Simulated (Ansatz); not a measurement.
`OCC1C[SiH2]1` and `OC1C[SiH2]1` differ in one atom or group.

Ansatz, PBE0-D4/def2-TZVP geometries, multiplicity 1. Each molecule was computed in one conformer, which needn't be the lowest.

```csv
property,`OCC1C[SiH2]1`
"ideal-gas entropy at 298 K and 1 bar (rigid rotor, harmonic PBE0-D4/def2-TZVP) / J/(mol·K)",329
HOMO–LUMO gap (PBE/def2-TZVPP) / eV,5.11
size of the dipole moment (B3LYP/def2-TZVPP) / D,1.78
HOMO–LUMO gap (B3LYP/def2-TZVPP) / eV,6.67
size of the dipole moment (PBE/def2-TZVPP) / D,1.57
LUMO energy (PBE/def2-TZVPP) / eV,-0.72
```

(1) Give the same properties after the change, and the shifts. (Best estimate.)

## Answers

(1) The calculation gave: 
```tsv
property	`OC1C[SiH2]1`	shift
ideal-gas entropy at 298 K and 1 bar (rigid rotor, harmonic PBE0-D4/def2-TZVP) / J/(mol·K)	299	-30
HOMO–LUMO gap (PBE/def2-TZVPP) / eV	5.04	-0.07
size of the dipole moment (B3LYP/def2-TZVPP) / D	1.47	-0.31
HOMO–LUMO gap (B3LYP/def2-TZVPP) / eV	6.59	-0.08
size of the dipole moment (PBE/def2-TZVPP) / D	1.51	-0.06
LUMO energy (PBE/def2-TZVPP) / eV	-0.63	0.09
```

With PBE0 the HOMO rises by 0.19 eV and the LUMO rises by 0.10 eV, so the gap narrows by about 0.09 eV. PBE moves the HOMO by 0.16 eV and ωB97M-V by 0.19 eV. The zero-point energy changes by -76.5 kJ/mol with -9 modes. Dipoles are sizes alone; their direction can turn.

Positive LUMOs are unbound, so they and the gaps depend on the basis.

B3LYP here is the variant with VWN-RPA as its local correlation; programs differ in this.
